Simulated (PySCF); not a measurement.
## Working with the constants of TiI

PBE constants of TiI, quartet, unpaired electrons σ ↑, π ↑, δ ↑, a mixture of terms (⟨Lz²⟩ = 4.8) (Ti x2c-TZVPPall, I x2c-TZVPPall; spin-free X2C with a Gaussian nucleus (PySCF 2.14); masses 47.9479 and 126.9045 u):

| Property | Result |
| --- | --- |
| ωe | 256.1 cm⁻¹ |
| ωexe | 0.69 cm⁻¹ |
| Be | 0.071161 cm⁻¹ |
| αe | 0.000266 cm⁻¹ |

**Question.** What force constant and bond length do these constants imply?

**Answer.** Reduced mass μred = 34.800 u; k = 5.8918×10⁻⁷·μred·ωe² (u, cm⁻¹, mdyn/Å) = 1.34 mdyn/Å; Re = √(16.8576/(μred·Be)) (u, cm⁻¹, Å) = 2.609 Å.

**Question.** Estimate the centrifugal constant D from the Kratzer relation and find the Dunham coefficient a1.

**Answer.** D = 4Be³/ωe² = 2.2e-08 cm⁻¹; a1 = −1 − αeωe/(6Be²) = -3.24.

De is left out where the level can put another filling of the metal’s s and d shells below the measured ground configuration, by anything from nothing to about 1 eV. Spin–orbit coupling is left out, which matters for elements this heavy, above all for dissociation energies. The state is the lowest single determinant that the PBE0 search found; with open d or f shells the true ground state can be another one.
